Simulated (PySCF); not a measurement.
A GIAO shielding run with PySCF 2.14.0 with density-fitted response routines (density fitting, non-relativistic, gas phase) on `InChI=1S/C5H15NSi2/c1-4-5-6(7)8(2)3/h4,8H,1,5H2,2-3,7H3`:

```
{"job": {"kind": "nmr", "xc": "PBE0", "basis": "pcSseg-1"}, "charge": 0, "multiplicity": 1}
C      1.485588     2.113749     0.932783
C      1.292590     0.833959     1.189397
C      1.507924    -0.274176     0.206734
N      0.319617    -1.098606     0.046713
Si     0.110944    -2.400816     1.169735
Si    -1.003263    -0.445275    -0.892103
C     -0.334171     0.620456    -2.314851
C     -2.185316     0.590726     0.181073
H      1.847843     2.450728    -0.025118
H      1.306080     2.879874     1.668420
H      0.923810     0.512328     2.154271
H      1.797178     0.140207    -0.761667
H      2.328534    -0.907836     0.561963
H     -0.927085    -3.261484     0.615752
H      1.411135    -3.071333     1.261028
H     -0.285757    -1.959140     2.516554
H     -1.694837    -1.622309    -1.437158
H      0.450534     0.108440    -2.863110
H     -1.130026     0.844797    -3.017996
H      0.063354     1.567136    -1.962138
H     -3.014839     0.977139    -0.402833
H     -2.599031    -0.010096     0.985646
H     -1.675557     1.438519     0.631934
```

Hardware: 1 thread of an Arm Neoverse V2, shared host. The job also computes population analyses, field gradients.

(1) How large is the calculation?

(2) How long does it take?

## Answers

(1) 80 electrons, 225 basis functions and 1207 auxiliary functions.

(2) 44 s of wall time, with 14 SCF cycles and 4 response iterations. Times on a shared host scatter by some tens of per cent.
